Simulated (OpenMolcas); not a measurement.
# Lines of Hf: computed and rescaled rates

```yaml
Program: OpenMolcas
Method: "MS-CASPT2, IPEA 0.25 Eh, imaginary shift 0.1 Eh (closed shells correlated: 5s 5p)"
Basis: ANO-RCC-VTZP [8s7p5d3f2g1h]
Scalar_Hamiltonian: DKH2, point nucleus
Active_space: 4 electrons in 6 orbitals (5d 6s)
State_averaging: 2S+1 = 3 even, 55 roots; 2S+1 = 5 even, 10 roots kept (CI in the orbitals of an earlier block); 2S+1 = 1 even, 50 roots kept (CI in the orbitals of an earlier block)
Spin-orbit_coupling: state interaction with AMFI integrals over the reference wave functions, term energies averaged over their components
```

Rates come from the transition moments of the reference wave functions (E1 and E2 in the length form). At fixed line strength A goes as λ^-3 for E1 and M1 and as λ^-5 for E2, so a rate at the computed wavelength can be rescaled to the measured one. Measured vacuum wavelengths follow from level energies in NIST Handbook of Basic Atomic Spectroscopic Data. Branching counts decays inside the model space alone, at computed energies, and the table is only a selection of the E2 and M1 lines, drawn from those between levels with measured partners whose computed energy lies within a factor of 1.5 of the measured one.

```tsv
Upper	Lower	Type	λ computed (nm)	λ measured (nm)	A computed (s-1)	A rescaled (s-1)	Branching %
5d2 6s2 3F3	5d2 6s2 3F2	M1	4091	4243	3.29e-01	2.95e-01	100.0
5d2 6s2 3F4	5d2 6s2 3F3	M1	4712	4523	1.86e-01	2.10e-01	100.0
5d2 6s2 3P1	5d2 6s2 3F2	M1	2004	1521	2.58e-02		50.7
5d2 6s2 3P1	5d2 6s2 3P0	M1	9160	9517	2.27e-02	2.02e-02	44.5
5d2 6s2 3P0	5d2 6s2 3F2	E2	2565	1811	1.47e-03	8.38e-03	100.0
```

Spin-changing lines and M1 lines between different terms are not rescaled, since their strength hangs on the term gaps too.

The largest correction is for 5d2 6s2 3P0 → 5d2 6s2 3F2 (E2): 1.47e-03 × (2565 / 1811)^5 = 8.38e-03 s-1, a factor of 5.70.

The computed order of these levels differs from the measured one in 1 place, and where term gaps are wrong the rates of spin-changing lines can be off by large factors.

No measured rate stands beside these. Rescaling mends the energy factor alone: line strengths can still be far off where a level mixes with configurations outside the active space, and weak or spin-changing lines hang on small mixing coefficients that depend on the term gaps too, so rescaling need not improve them.

Term energies are means over components that CASPT2 splits; among the terms shown or strongly mixed into the levels shown the widest spread is 1100 cm-1 (5d2 6s2 3F). Over all roots computed the reference weight is 0.85 to 0.94; the roots of lowest weight are the least certain, and an intruder state may touch them. Some terms miss by over 15 % even with CASPT2, which points to a basis or an active space too small for the shells correlated. Measured partners are found by configuration, term and J. A level has none where our copy of the source lacks it or the pairing is in doubt (some pairs that miss far off the trend of their configuration count as doubtful). Levels of configurations outside the active space are missing.
